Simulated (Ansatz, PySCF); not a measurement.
Reaction 3 R1 + R2 → 3 P1 + P2, each structure at its B3LYP-D3(BJ)/def2-TZVP stationary point, reached from a drawn start (curvature not checked).
P1: H2 (SMILES [H][H]), charge 0, multiplicity 1.
R1: HF (SMILES F), charge 0, multiplicity 1.
R2, SiH4 (SMILES [SiH4]) (charge 0, multiplicity 1):
```xyz
5

Si     0.00000     0.00000     0.00000
H      0.85468     0.85468     0.85468
H     -0.85468    -0.85468     0.85468
H     -0.85468     0.85468    -0.85468
H      0.85468    -0.85468    -0.85468
```
P2: F3HSi (SMILES F[SiH](F)F), charge 0, multiplicity 1.

P less R. No zero-point or thermal terms.

Frozen-core correlation throughout.

Programs: Ansatz (Gaussian orbitals); PySCF for the D3/D4 terms. Each number belongs to the level named beside it.

Task: What is the computed reaction energy (PBE-D3(BJ)/def2-TZVPP)?

Result: -84.8 kcal/mol

Task: What reaction energy does CCSD/cc-pV(T+d)Z give?

Result: -90.2 kcal/mol

Task: What is the computed reaction energy (CCSD(T)/cc-pV(D+d)Z)?

Result: -74.7 kcal/mol

Ansatz is an electronic-structure program.
